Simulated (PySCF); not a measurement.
Cd(Br)(SMe) (CH₃BrCdS), SMILES C[S][Cd][Br].

Geometry: B3LYP-D3(BJ)/def2-SVP. The structure was generated by enumeration; whether it is a known compound was not checked. The def2 effective core potentials stand for the cores of Cd; spin–orbit coupling is left out. One conformer was computed; it need not be the lowest.

All values below come from PBE/def2-TZVP in PySCF.

Gas-phase values at a fixed geometry.

Computed frontier levels, gap, dipole moment and polarisability:
```yaml
highest_occupied_level: -5.79 eV
lowest_empty_level: -2.67 eV
orbital_gap: 3.12 eV
dipole_moment: 2.26 D
quadrupole, principal values (traceless, Buckingham form, about the centre of nuclear charge): -9.80, 0.75, 9.06 D·Å
mean_static_polarisability: 89.2 bohr³ (13.21 Å³)
polarisability_principal_values: 59.7, 68.5, 139.3 bohr³
```
